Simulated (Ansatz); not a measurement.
CH6GeOSi (`O=[CH][GeH2][SiH3]`), charge 0, multiplicity 1.

Problem. Give a relaxed structure at PBE0-D4/def2-TZVP (Ansatz 0.2.0). (Estimate.)

Solution. Computed: 
Z-matrix (Å, degrees):
```
Ge
C 1 2.009
Si 1 2.382 2 108.8
H 1 1.535 2 108.1 3 121.5
H 1 1.541 2 107.9 3 -119.5
O 2 1.198 1 122.9 3 -94.8
H 2 1.116 1 117.0 3 83.9
H 3 1.487 1 109.3 2 -57.2
H 3 1.485 1 109.5 2 62.4
H 3 1.486 1 110.2 2 -177.1
```
This is one stationary point; other conformers may exist.
